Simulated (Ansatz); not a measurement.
C2H6Zn (SMILES [CH3][Zn][CH3]), singlet, at a GFN2-xTB geometry (such geometries of metal compounds can be far from the true shape); Ansatz (an electronic-structure program) with SVWN5/def2-SVP.

Ansatz was given this input:
Ansatz 0.2 input:
```yaml
crystal:
  periodic: [false, false, false]
  atoms:
    - {symbol: Zn, position_ang: [-0.00000000, 0.00000000, -0.00000000]}
    - {symbol: C, position_ang: [1.58168783, 0.22714311, -1.27171747]}
    - {symbol: H, position_ang: [2.29051525, -0.59164379, -1.18304619]}
    - {symbol: H, position_ang: [2.12813446, 1.14546039, -1.07473949]}
    - {symbol: H, position_ang: [1.26208980, 0.26198332, -2.30967418]}
    - {symbol: C, position_ang: [-1.58168783, -0.22714311, 1.27171747]}
    - {symbol: H, position_ang: [-2.12813446, -1.14546039, 1.07473949]}
    - {symbol: H, position_ang: [-2.29051525, 0.59164379, 1.18304619]}
    - {symbol: H, position_ang: [-1.26208980, -0.26198332, 2.30967418]}
basis:
  gaussian:
    orbitals: def2-SVP
hamiltonian:
  xc: {name: SVWN5}
```

It wrote (shortened):

```
Functional definition: SVWN5
1022 factors; their error is unknown
mean field evaluation 1: about -50463.1279 eV, gradient 9.5e1 eV
mean field evaluation 2: about -50430.0964 eV, gradient 1.4e2 eV
mean field evaluation 4: about -50482.7664 eV, gradient 1.2e1 eV
mean field evaluation 8: about -50483.0294 eV, gradient 2.3e-2 eV
mean field evaluation 16: about -50482.9887 eV, gradient 1.6e-5 eV
mean field -50482.98872553 eV, -1855.2156170645 hartree, gradient 1.3e-5 eV, S^2 0.000000; 0 other end points of the search recorded, 0 dependent functions left out
reference -50482.98876380 eV, -1855.2156184709 hartree; 24, 24 occupied and 65, 65 virtual orbitals, 1022 factors
Total energy: -50482.98876380 eV, -1855.2156184709 hartree
```
